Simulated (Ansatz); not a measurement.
Single points on B₈N₈.

```yaml
crystal:
  periodic: [false, false, false]
  atoms:
    - {symbol: B, position_ang: [0.301434, -2.459143, -0.470008]}
    - {symbol: N, position_ang: [0.285532, -2.786948, 0.782829]}
    - {symbol: N, position_ang: [0.329440, -1.337820, -1.337259]}
    - {symbol: B, position_ang: [-0.747184, -0.431318, -0.699552]}
    - {symbol: B, position_ang: [0.335328, -1.367701, 1.063289]}
    - {symbol: N, position_ang: [-0.891609, -0.513515, 0.744543]}
    - {symbol: N, position_ang: [-0.991874, 0.953902, -1.338945]}
    - {symbol: B, position_ang: [-1.976894, 1.492445, -0.472927]}
    - {symbol: B, position_ang: [-1.016322, 0.976641, 1.061560]}
    - {symbol: N, position_ang: [-2.269352, 1.644307, 0.779554]}
    - {symbol: B, position_ang: [1.429623, -0.507523, -0.690515]}
    - {symbol: N, position_ang: [1.612600, -0.604298, 0.803594]}
    - {symbol: N, position_ang: [1.614709, 0.930305, -0.910674]}
    - {symbol: B, position_ang: [0.277493, 1.490759, -0.691991]}
    - {symbol: B, position_ang: [1.422602, 0.820643, 0.574597]}
    - {symbol: N, position_ang: [0.284464, 1.699263, 0.801894]}
basis:
  gaussian: {orbitals: def2-TZVP, fitting: {mean_field: def2-universal-jkfit}, initial_orbitals: start.molden}
hamiltonian: {xc: pbe0, dispersion: d4}
scf: {omitted_lower_state_checks: [starts]}
output: {forces: true, orbitals: {seedname: orbitals}}
```

The file start.molden holds the orbitals of an earlier run on this structure, at another level or in another basis.

```sh
$ ansatz run in.yaml --threads 2 --pin off --events-out ev --progress --plain --max-ram 20480MiB --backend cuda --devices 0, --max-vram 18GiB
```

It prints (some lines left out):

```
Functional definition: PBE0
1216 factors; integrals over basis functions are off by at most 4.0e-1 eV
mean field evaluation 1: about -17312.5277 eV, gradient 2.2e2 eV
mean field evaluation 2: about -17321.3899 eV, gradient 7.3e0 eV
mean field evaluation 4: about -17321.5152 eV, gradient 2.6e-1 eV
mean field evaluation 8: about -17321.5155 eV, gradient 1.1e-5 eV
mean field -17321.51548406 eV, -636.5539530942 hartree, gradient 1.1e-5 eV, S^2 0.000000; 0 other end points of the search recorded, 0 dependent functions left out
reference -17321.51552952 eV, -636.5539547650 hartree; 48, 48 occupied and 448, 448 virtual orbitals, 1216 factors
Total energy: -17322.33074861 eV, -636.5839135140 hartree
Atom 0 at     0.301434    -2.459143    -0.470008 Å, force    -0.001450     0.139730     0.482385 eV/Å
Atom 1 at     0.285532    -2.786948     0.782829 Å, force     0.009558     0.152430    -0.360011 eV/Å
Atom 2 at     0.329440    -1.337820    -1.337259 Å, force    -0.025232     0.008314    -0.020366 eV/Å
Atom 3 at    -0.747184    -0.431318    -0.699552 Å, force     0.193910     0.112059     0.242176 eV/Å
Atom 4 at     0.335328    -1.367701     1.063289 Å, force    -0.020270     0.144985    -0.285880 eV/Å
Atom 5 at    -0.891609    -0.513515     0.744543 Å, force     0.067147     0.038635    -0.072988 eV/Å
Atom 6 at    -0.991874     0.953902    -1.338945 Å, force    -0.005567    -0.025938    -0.020441 eV/Å
Atom 7 at    -1.976894     1.492445    -0.472927 Å, force     0.120020    -0.070843     0.482393 eV/Å
Atom 8 at    -1.016322     0.976641     1.061560 Å, force     0.115554    -0.090572    -0.285777 eV/Å
Atom 9 at    -2.269352     1.644307     0.779554 Å, force     0.136812    -0.068404    -0.359697 eV/Å
Atom 10 at     1.429623    -0.507523    -0.690515 Å, force    -0.197931     0.116697     0.180073 eV/Å
Atom 11 at     1.612600    -0.604298     0.803594 Å, force    -0.040323     0.031458    -0.116320 eV/Å
Atom 12 at     1.614709     0.930305    -0.910674 Å, force    -0.140442    -0.080795     0.208557 eV/Å
Atom 13 at     0.277493     1.490759    -0.691991 Å, force     0.001764    -0.229573     0.180343 eV/Å
Atom 14 at     1.422602     0.820643     0.574597 Å, force    -0.220621    -0.127321    -0.138159 eV/Å
Atom 15 at     0.284464     1.699263     0.801894 Å, force     0.007071    -0.050863    -0.116289 eV/Å
Dipole moment:     0.089568     0.051360    -0.396273 e Å
Checks for a lower state left out: starts
```

It took 4.4 s on 2 threads of AMD EPYC 7R13 on a shared host and a share (18 GiB) of an NVIDIA H100 80GB HBM3, peak host memory 1.1 GiB.

As the first input, with `gaussian: {orbitals: def2-SVP, initial_orbitals: start.molden}`, `output: {orbitals: {seedname: orbitals}}` (abridged; 19 s, on the CPU threads alone):

```
Functional definition: PBE0
mean field -17303.49385363 eV, -635.8916703915 hartree, gradient 1.1e-5 eV, S^2 0.000000
Total energy: -17304.30910669 eV, -635.9216303890 hartree
Checks for a lower state left out: starts
```

First input, but with `gaussian: {orbitals: def2-TZVP, initial_orbitals: start.molden}`, `correlation: {method: mp2}`, `output: {orbitals: {seedname: orbitals}}` and without the key `hamiltonian` (abridged; 4.6 s):

```
Functional definition: HF
mean field -17239.20378333 eV, -633.5290538853 hartree, gradient 5.8e-6 eV, S^2 0.000000
16 core orbitals not correlated: weight in the atoms' cores, before any rotation towards them, 1.000 or more for the frozen orbitals, at most 0.000 for the correlated occupied ones
second order -62.53448886 eV of doubles, -0.00000000 eV of singles
Total energy: -17301.73827219 eV, -635.8271539636 hartree
Checks for a lower state left out: starts
```

The first input with `hamiltonian: {xc: {name: wB97M-V}}`, `output: {orbitals: {seedname: orbitals}}` (abridged; 7 s):

```
Functional definition: wB97M-V
mean field -17338.78188481 eV, -637.1884816184 hartree, gradient 2.3e-5 eV, S^2 0.000000
Total energy: -17338.78195439 eV, -637.1884841752 hartree
Checks for a lower state left out: starts
```

First input, but with `gaussian: {orbitals: STO-3G}`, `hamiltonian: {xc: hf}`, `output: {orbitals: {seedname: orbitals}}` (abridged; 2.7 s, on the CPU threads alone):

```
Functional definition: HF
mean field -17012.32170450 eV, -625.1912912745 hartree, gradient 1.0e-5 eV, S^2 0.000000
Total energy: -17012.32170450 eV, -625.1912912745 hartree
Checks for a lower state left out: starts
```

First input, but with `gaussian: {orbitals: def2-TZVP, initial_orbitals: start.molden}`, `hamiltonian: {xc: pbe}`, `correlation: {method: rpa}` and without the key `output` (abridged; 9.5 s):

```
Functional definition: PBE
mean field -17320.55925488 eV, -636.5188123203 hartree, gradient 1.0e-5 eV, S^2 0.000000
16 core orbitals not correlated: weight in the atoms' cores, before any rotation towards them, 1.000 or more for the frozen orbitals, at most 0.000 for the correlated occupied ones
Total energy: -17329.65717159 eV, -636.8531545925 hartree
Checks for a lower state left out: starts
```

As the first input, with `gaussian: {orbitals: def2-SVP, initial_orbitals: start.molden}`, `hamiltonian: {xc: pbe, dispersion: d4}`, `output: {orbitals: {seedname: orbitals}}` (abridged; 9.1 s, on the CPU threads alone):

```
Functional definition: PBE
mean field -17302.57200176 eV, -635.8577929601 hartree, gradient 1.2e-5 eV, S^2 0.000000
Total energy: -17303.53259788 eV, -635.8930942163 hartree
Checks for a lower state left out: starts
```

Geometry: r2SCAN-D4/def2-SVP.

Correlated methods freeze 16 core orbitals. Single mean-field runs in def2-TZVP are fitted with def2-universal-jkfit.
